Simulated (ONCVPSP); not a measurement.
**zirconium (Zr): ONCV pseudisation with LDA (Perdew-Wang 92), scalar-relativistic reference atom.**

```
Element                 : Zr
Generator               : ONCVPSP 4.0.1
Type                    : optimised norm-conserving Vanderbilt (ONCV)
Functional              : LDA (Perdew-Wang 92)
Relativity              : scalar-relativistic
Frozen core             : [Ar] 3d10
Valence charge          : 12
Reference configuration : 4s2 4p6 4d2 5s1 (charge +1)
Partial waves           : 4s+5s: rc 1.95 bohr, ncon 4, nbas 8, qcut 6.2 1/bohr, 2 projectors; 4p: rc 2.15 bohr, ncon 4, nbas 7, qcut 7.1 1/bohr, 3 projectors, debl 0.5 Ha; 4d: rc 2.25 bohr, ncon 3, nbas 7, qcut 6.8 1/bohr, 3 projectors, debl 1.8 Ha
Local potential         : polynomial inside 1.35 bohr (lpopt 5, dvloc0 4 Ha)
Core correction         : Teter function, fcfact 6, rcfact 1.65
```

In the p channel the program set the typed energies aside and used -1.443, 0.250, 0.750 Ha.

Poles of the logarithmic derivatives, all-electron (AE) and pseudo (PS). s: poles at -1.9, 4.4 (AE) and -1.9, 4.2 (PS) Ha. p: poles at -1.2, 3.7 (AE) and -1.2, 3.7 (PS) Ha. d: poles at 0.2, 4.5 (AE) and 0.2, 4.5 (PS) Ha. Test radii: s 1.97, p 2.19, d 2.28 bohr.

* Cutoffs needed: 14 Ha and 17 Ha (the cutoffs (Ha) at which the residual kinetic energy of the hardest occupied pseudo-wave falls to 1 and 0.1 mHa per electron)
* Ghost test: no bound ghost flagged; no localised positive-energy state flagged
* Largest excitation error: -3.4 meV (all-electron minus pseudo) for 4s2 4p6 4d2 5s0, out of 4 test configurations
* rms error of d²Exc/dni dnj: 3.56 mHa without and 3.21 mHa with the model core
